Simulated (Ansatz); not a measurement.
`O[Si](O)(O)[O][Sn]([Cl])([Cl])[Cl]` + HI → `[Cl][Sn]([Cl])([Cl])[I]` + `O[Si](O)(O)O`  (ligand exchange at the Sn–O bond)

Isolated molecules relaxed with PBE0-D4/def2-TZVP in Ansatz; ΔE leaves out vibrations. CCSD(T)/CBS adds triple-zeta CCSD(T) − MP2 to the extrapolated MP2 energy (def2 sets, frozen cores). This one scheme is used for every species. Functionals use def2-TZVPP. HSE06 is defined as in plane-wave codes. def2 core potentials past Kr. For I, Sn outer-core shells are correlated without core-valence functions, which leaves a few kJ/mol of doubt a bond. Each species was taken in one conformer, which may not be the lowest.

CCSD(T)/CBS gives -66.8 kJ/mol.

Task: Another level gave -54.5 kJ/mol. Which?
A. RPA@PBE/def2-TZVPP
B. HSE06/def2-TZVPP
C. CCSD(T)/def2-TZVPP
D. BLYP-D4/def2-TZVPP

Result: C. CCSD(T)/def2-TZVPP -54.5, BLYP-D4 -64.9, RPA@PBE/def2-TZVPP -48.0, HSE06 -79.4 kJ/mol.

Task: What do rigid-rotor, harmonic-oscillator terms from PBE0-D4/def2-TZVP frequencies (298.15 K, 1 bar) make of the CCSD(T)/CBS value? (Best estimate.)

Result: Ansatz gave: ΔZPE = +13.0 kJ/mol, ΔH = -56.9 kJ/mol, ΔS = 3 J/(mol·K), ΔG = -57.9 kJ/mol. Modes under 50 cm⁻¹ make the entropy rough.

Largest T1 diagnostic among the species: 0.012.

From r2SCAN to r2SCAN0 (25 % exact exchange), in def2-TZVPP and without D4, ΔE moves by −4.6 kJ/mol. Leaving LDA and LC-ωPBE aside and taking each functional with its dispersion term where it has one, the values, not all of them listed here, spread over 20.3 kJ/mol, from HSE06-D4 to B97M-V. LDA lies +5.4 kJ/mol from PBE without D4.
